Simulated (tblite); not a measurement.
Compound: Br3FSi.
SMILES with atom numbers: `[F:1][Si:2]([Br:3])([Br:4])[Br:5]`

Computed with GFN2-xTB (tblite), gas phase: L-BFGS steps from a force-field or distance-geometry start until the largest atomic force falls under 0.01 eV/Å.

Step 11: E = -513.9008 eV
```
atom  x, y, z in Å  |  force x, y, z in eV/Å
F1      0.0492   -0.1605    1.6387   -0.010   0.019   0.012
Si2     0.0032   -0.0071    0.0569    0.001   0.001   0.005
Br3    -0.3101    2.1115   -0.3869    0.003  -0.008   0.010
Br4     1.9369   -0.7110   -0.6843   -0.021  -0.010  -0.018
Br5    -1.6706   -1.2300   -0.6415    0.027  -0.003  -0.010
```

Step 12: E = -513.9009 eV
```
atom  x, y, z in Å  |  force x, y, z in eV/Å
F1      0.0488   -0.1600    1.6401   -0.008   0.019   0.006
Si2     0.0039   -0.0072    0.0581   -0.017   0.002  -0.001
Br3    -0.3102    2.1115   -0.3872    0.005  -0.014   0.013
Br4     1.9362   -0.7113   -0.6855   -0.016  -0.011  -0.016
Br5    -1.6701   -1.2302   -0.6426    0.037   0.004  -0.003
```

Step 13: E = -513.9011 eV
```
atom  x, y, z in Å  |  force x, y, z in eV/Å
F1      0.0474   -0.1577    1.6422   -0.004   0.015  -0.002
Si2     0.0050   -0.0071    0.0598   -0.043   0.004  -0.007
Br3    -0.3100    2.1116   -0.3865    0.007  -0.020   0.015
Br4     1.9342   -0.7126   -0.6882   -0.005  -0.012  -0.012
Br5    -1.6680   -1.2313   -0.6444    0.046   0.013   0.006
```

Step 14: E = -513.9013 eV
```
atom  x, y, z in Å  |  force x, y, z in eV/Å
F1      0.0454   -0.1536    1.6441    0.001   0.008  -0.008
Si2     0.0057   -0.0067    0.0612   -0.057   0.005  -0.008
Br3    -0.3095    2.1120   -0.3841    0.007  -0.018   0.012
Br4     1.9311   -0.7153   -0.6917    0.007  -0.011  -0.007
Br5    -1.6641   -1.2336   -0.6466    0.042   0.016   0.011
```

Problem. Estimate the geometry and energy of step 15. (The exact step hangs on the optimiser's Hessian estimate; all steps are aligned on step 14, rigid shifts and turns removed.)

Solution. E = -513.9014 eV, largest force 0.041 eV/Å
```
atom  x, y, z in Å  |  force x, y, z in eV/Å
F1      0.0435   -0.1494    1.6447    0.005   0.000  -0.007
Si2     0.0054   -0.0062    0.0614   -0.041   0.004  -0.003
Br3    -0.3089    2.1126   -0.3809    0.004  -0.007   0.004
Br4     1.9285   -0.7182   -0.6944    0.009  -0.007  -0.002
Br5    -1.6600   -1.2360   -0.6479    0.023   0.010   0.008
```

The energy changes by -0.0001 eV. The first-order estimate −F·Δx gives -0.0002 eV and the mean of the old and new forces, exact on a quadratic surface, -0.0002 eV. The step makes an angle of 71° with the force vector and moves no atom by more than 0.005 Å.

The cost below is that of the whole relaxation. The run took 0.16 s wall on an Arm Neoverse N1 with one thread, shared host with 64 logical CPUs at a one-minute load of 61.
